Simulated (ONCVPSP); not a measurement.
# Logarithmic derivatives: hafnium (Hf), ONCV

- Element: Hf
- Generator: ONCVPSP 4.0.1
- Type: optimised norm-conserving Vanderbilt (ONCV)
- Functional: LDA (Perdew-Wang 92)
- Relativity: scalar-relativistic
- Frozen core: [Kr] 4d10 4f14
- Valence charge: 12
- Reference configuration: 5s2 5p6 5d2 6s2
- Partial waves: 5s+6s: rc 1.95 bohr, ncon 3, nbas 7, qcut 6.7 1/bohr, 2 projectors; 5p: rc 2.05 bohr, ncon 4, nbas 7, qcut 7.2 1/bohr, 2 projectors, debl 4 Ha; 5d: rc 1.95 bohr, ncon 3, nbas 8, qcut 5.7 1/bohr, 2 projectors, debl 1.2 Ha
- Local potential: polynomial inside 1.75 bohr (lpopt 5, dvloc0 1 Ha)
- Core correction: Teter function, fcfact 3.75, rcfact 1.7

The phase is arctan(r·R′/R) of the radial function R(r), unwrapped; energies in Ha, scanned from -4 to 5 Ha. A pole is an energy at which the radial function vanishes at the test radius. The pseudo phase is shifted by a multiple of π to meet the all-electron one at the reference energy, and phase errors are pseudo minus all-electron; the curves can meet again beyond the range given. Levels narrower than the energy grid can be missing from the lists of poles.

```csv
channel,radius (bohr),reference energy (Ha),"poles, all-electron","poles, pseudo",unbroken range about the reference energy with phases within 0.05 rad,phase error 1 Ha above the reference energy (rad)
s,1.98,-0.19,"-2.25, 4.26","-2.25, 3.98",the whole range,-0.004
p,2.08,-1.31,"-0.96, 4.82","-0.96, 4.79",the whole range,-0.001
d,1.98,-0.11,1.16,1.16,the whole range,+0.000
```

Phases in the p channel:

```tsv
E (Ha)	all-electron	pseudo
-3.98	1.328	1.328
-3.74	1.314	1.314
-3.50	1.297	1.297
-3.26	1.276	1.276
-3.02	1.249	1.248
-2.78	1.212	1.212
-2.54	1.160	1.159
-2.30	1.075	1.074
-2.06	0.910	0.909
-1.82	0.479	0.478
-1.58	-0.599	-0.600
-1.34	-1.263	-1.263
-1.10	-1.497	-1.497
-0.86	-1.615	-1.616
-0.62	-1.695	-1.696
-0.38	-1.762	-1.762
-0.14	-1.827	-1.828
0.10	-1.901	-1.902
0.34	-1.995	-1.997
0.58	-2.129	-2.132
0.82	-2.341	-2.345
1.06	-2.701	-2.707
1.30	-3.237	-3.244
1.54	-3.744	-3.747
1.78	-4.064	-4.065
2.02	-4.250	-4.251
2.26	-4.367	-4.367
2.50	-4.445	-4.445
2.74	-4.502	-4.502
2.98	-4.545	-4.545
3.22	-4.579	-4.579
3.46	-4.607	-4.607
3.70	-4.631	-4.631
3.94	-4.651	-4.652
4.18	-4.670	-4.671
4.42	-4.686	-4.688
4.66	-4.702	-4.704
4.90	-4.717	-4.720
```
